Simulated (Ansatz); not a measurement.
C₂H, charge -1, singlet, at a GFN2-xTB geometry (a gas-phase anion, which may not be bound at this level); B3LYP/cc-pVTZ (Ansatz, a program for electronic structure).

The Ansatz input:
Ansatz 0.2 input:
```yaml
crystal:
  periodic: [false, false, false]
  atoms:
    - {symbol: C, position_ang: [-0.00000000, -0.00000000, -0.47996454]}
    - {symbol: C, position_ang: [0.00000000, 0.00000000, 0.74605881]}
    - {symbol: H, position_ang: [-0.00000000, -0.00000000, -1.59656562]}
basis:
  gaussian:
    orbitals: cc-pVTZ
hamiltonian:
  xc: b3lyp
total_charge: -1
accuracy: high
```

What the program printed (banner, timings and long lists left out):

```
Functional definition: B3LYP
1074 factors; integrals over basis functions are off by at most 3.3e-9 eV
mean field evaluation 1: about -2087.0910 eV, gradient 2.0e1 eV
mean field evaluation 2: about -2085.2224 eV, gradient 3.2e1 eV
mean field evaluation 4: about -2088.1758 eV, gradient 1.6e0 eV
mean field evaluation 8: about -2088.1830 eV, gradient 1.4e-2 eV
mean field evaluation 16: about -2088.1830 eV, gradient 3.5e-8 eV
mean field -2088.18299111 eV, -76.7393095019 hartree, gradient 3.5e-8 eV, S^2 0.000000; 0 other end points of the search recorded, 0 dependent functions left out
reference -2088.18301840 eV, -76.7393105048 hartree; 7, 7 occupied and 67, 67 virtual orbitals, 1074 factors
Total energy: -2088.18301840 eV, -76.7393105048 hartree
```
